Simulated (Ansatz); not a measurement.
Ansatz (an electronic-structure program) input (CCSD(T)/aug-cc-pV(D+d)Z):
A basis named .json is the Basis Set Exchange file of that set.

Ansatz 0.2 input:
```yaml
crystal:
  periodic: [false, false, false]
  atoms:
    - {symbol: O, position_ang: [0.34024640, -0.24993531, 1.60313657]}
    - {symbol: Si, position_ang: [0.19036854, -0.05346574, 0.03044674]}
    - {symbol: O, position_ang: [0.10410985, -1.32618893, -0.92958416]}
    - {symbol: O, position_ang: [0.95331986, 1.23560974, -0.51244831]}
    - {symbol: O, position_ang: [-1.55800152, 0.39425968, -0.18200979]}
    - {symbol: H, position_ang: [0.18779922, -1.07070227, 2.08296220]}
    - {symbol: H, position_ang: [0.79238772, -1.61681344, -1.53641061]}
    - {symbol: H, position_ang: [1.62052781, 1.72072587, -0.01526684]}
    - {symbol: H, position_ang: [-1.94357200, 1.21214502, 0.17297997]}
    - {symbol: H, position_ang: [-2.03969915, 0.07320382, -0.96327359]}
basis:
  gaussian:
    orbitals: aug-cc-pV_D+d_Z.json
total_charge: 1
magnetization: {spin_polarized: false}
correlation: {method: ccsd_t, electrons: outside_noble_gas}
output: {forces: true}
```

End of the output:

```
integrals: 0.60 GiB planned
1639 factors; integrals over basis functions are off by at most 7.0e-4 eV
mean field: 0.95 GiB planned
mean field evaluation 1: about -16080.3418 eV, gradient 7.7e1 eV
mean field evaluation 2: about -16080.3425 eV, gradient 7.7e1 eV
mean field evaluation 4: about -16090.1094 eV, gradient 3.3e0 eV
mean field evaluation 8: about -16090.1429 eV, gradient 2.3e-4 eV
mean field evaluation 16: about -16090.1396 eV, gradient 2.7e-1 eV
mean field -16090.14291862 eV, -591.3018459688 hartree, gradient 2.0e-6 eV, S^2 0.000000; 0 other end points of the search recorded, 0 dependent functions left out
9 core orbitals not correlated
reference -16090.14291862 eV, -591.3018459688 hartree; 16, 16 occupied and 144, 144 virtual orbitals, 1639 factors
densities: 3.51 GiB planned
second order -24.34379375 eV of doubles, -0.00000000 eV of singles
coupled cluster: 1.89 GiB planned
cycle   1  -24.32563777 eV  change    1.8e-2 eV  update   1.1e-1
cycle   2  -24.81645255 eV  change   -4.9e-1 eV  update   2.8e-2
cycle   3  -24.94778930 eV  change   -1.3e-1 eV  update   1.4e-2
cycle   4  -24.93848026 eV  change    9.3e-3 eV  update   2.6e-3
cycle   5  -24.93659995 eV  change    1.9e-3 eV  update   1.1e-3
cycle   6  -24.93737958 eV  change   -7.8e-4 eV  update   3.1e-4
cycle   7  -24.93732923 eV  change    5.0e-5 eV  update   1.2e-4
cycle   8  -24.93722626 eV  change    1.0e-4 eV  update   3.7e-5
cycle   9  -24.93721491 eV  change    1.1e-5 eV  update   1.2e-5
perturbative correction -0.67429146 eV, -0.0247797541 hartree
the calculation of the forces begins
Total energy: -16115.75442500 eV, -592.2430514680 hartree
Atom 0 at     0.340246    -0.249935     1.603137 Å, force     0.052733     0.115672     0.820798 eV/Å
Atom 1 at     0.190369    -0.053466     0.030447 Å, force     0.183424    -0.097391     0.026329 eV/Å
Atom 2 at     0.104110    -1.326189    -0.929584 Å, force    -0.353292    -0.613795    -0.408926 eV/Å
Atom 3 at     0.953320     1.235610    -0.512448 Å, force     0.221649     0.673973    -0.439561 eV/Å
Atom 4 at    -1.558002     0.394260    -0.182010 Å, force    -0.202106    -0.067764     0.034765 eV/Å
Atom 5 at     0.187799    -1.070702     2.082962 Å, force    -0.037261    -0.142144     0.000246 eV/Å
Atom 6 at     0.792388    -1.616813    -1.536411 Å, force     0.136006     0.018168    -0.064201 eV/Å
Atom 7 at     1.620528     1.720726    -0.015267 Å, force     0.085385     0.021969     0.118046 eV/Å
Atom 8 at    -1.943572     1.212145     0.172980 Å, force    -0.046874     0.050743    -0.036189 eV/Å
Atom 9 at    -2.039699     0.073204    -0.963274 Å, force    -0.039664     0.040568    -0.051308 eV/Å
Dipole moment:    -0.529135     0.117238    -0.092623 e Å
```

It need not be the lowest isomer of its formula.
